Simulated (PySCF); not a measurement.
## The 1-electron isoelectronic series, non-relativistic

All values are computed (PySCF 2.14, energy differences of UHF-based or UKS calculations, no spin-orbit coupling). Each ion has its own even-tempered basis scaled to its charge (16s7p4d4f3g for the first); frozen: nothing. Ionisation energies in eV.

```tsv
ion	configuration	UHF	LDA	PBE	PBE0	r2SCAN	NIST (with spin-orbit, Breit and QED)
He⁺	1s1 (2S)	54.423	52.836	54.253	54.334	54.427	54.418 (t)
Be³⁺	1s1 (2S)	217.69	213.91	217.17	217.34	217.70	217.72 (t)
C⁵⁺	1s1 (2S)	489.80	483.75	488.92	489.18	489.81	489.99 (t)
O⁷⁺	1s1 (2S)	870.76	862.39	869.53	869.87	870.77	871.41 (t)
Ne⁹⁺	1s1 (2S)	1360.6	1349.9	1359.0	1359.4	1360.6	1362.2 (t)
Mg¹¹⁺	1s1 (2S)	1959.2	1946.2	1957.3	1957.8	1959.2	1962.7 (t)
Si¹³⁺	1s1 (2S)	2666.7	2651.3	2664.4	2665.0	2666.7	2673.2 (t)
S¹⁵⁺	1s1 (2S)	3483.1	3465.3	3480.4	3481.1	3483.1	3494.2 (t)
Ar¹⁷⁺	1s1 (2S)	4408.2	4388.1	4405.2	4406.0	4408.2	4426.2 (t)
Ca¹⁹⁺	1s1 (2S)	5442.3	5419.7	5438.9	5439.8	5442.3	5469.9 (t)
```

Each ion has its own basis, which adds noise of up to about 0.1 % along the series.

NIST values marked (s) are semi-empirical, (t) theoretical. Open shells are high-spin determinants of the terms that Hund's rules give.
